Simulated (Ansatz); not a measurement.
```yaml
crystal:
  periodic: [false, false, false]
  atoms:
    - {symbol: N, position_ang: [-0.508169, 0.942671, -0.520730]}
    - {symbol: W, position_ang: [0.319662, -0.628324, 0.209779]}
    - {symbol: O, position_ang: [-0.886294, -1.815271, 0.311740]}
    - {symbol: F, position_ang: [1.373182, -0.091661, 2.145331]}
    - {symbol: S, position_ang: [1.073182, -0.141661, 2.145331]}
    - {symbol: H, position_ang: [-1.381622, 0.910601, -1.026849]}
    - {symbol: H, position_ang: [-0.251789, 1.887317, -0.274052]}
basis:
  gaussian: {orbitals: def2-SVP, final_grid: {core_spheres: 5, valence_spheres: 4, degree: 11}}
hamiltonian: {xc: {name: RPBE}, dispersion: d3bj, pseudopotentials: {relativity: none}}
output: {forces: true}
```

```sh
$ ansatz run in.yaml --threads 2 --pin off --events-out ev --progress --plain --max-ram 31744MiB --backend cpu
```

Output, abridged:

```
Functional definition: RPBE
1091 factors; their error is unknown
mean field evaluation 1: about -17445.4157 eV, gradient 1.2e2 eV
mean field evaluation 2: about -17120.1760 eV, gradient 3.1e2 eV
mean field evaluation 4: about -17435.4864 eV, gradient 1.4e2 eV
mean field evaluation 8: about -17473.6522 eV, gradient 9.6e0 eV
mean field evaluation 16: about -17473.9031 eV, gradient 1.4e-1 eV
a density is far from that of the atoms, so the factors are made again for it
1077 factors; integrals over basis functions are off by at most 1.1e-3 eV
mean field evaluation 32: about -17473.8001 eV, gradient 3.2e-3 eV
mean field -17473.90294746 eV, -642.1540890823 hartree, gradient 8.7e-5 eV, S^2 0.000000; 0 other end points of the search recorded, 0 dependent functions left out
reference -17473.90299933 eV, -642.1540909886 hartree; 28, 28 occupied and 74, 74 virtual orbitals, 1077 factors
Total energy: -17475.50046898 eV, -642.2127969154 hartree
Atom 0 at    -0.508169     0.942671    -0.520730 Å, force     1.019321    -0.431898    -0.509823 eV/Å
Atom 1 at     0.319662    -0.628324     0.209779 Å, force    -3.222445     1.155521    -2.421579 eV/Å
Atom 2 at    -0.886294    -1.815271     0.311740 Å, force    -0.561160    -1.779405     0.366147 eV/Å
Atom 3 at     1.373182    -0.091661     2.145331 Å, force 11187.434363  1869.657755     9.329712 eV/Å
Atom 4 at     1.073182    -0.141661     2.145331 Å, force -11184.413781 -1869.428573    -6.411529 eV/Å
Atom 5 at    -1.381622     0.910601    -1.026849 Å, force    -0.559878     0.079547    -0.363011 eV/Å
Atom 6 at    -0.251789     1.887317    -0.274052 Å, force     0.303579     0.747054     0.010083 eV/Å
Dipole moment:    -0.182941     0.781620     0.496440 e Å
```

(1) What is wrong with this run?

Answers

(1) One atom was put on top of another. Self-consistency was reached. The result belongs to that input, not to the molecule as meant.
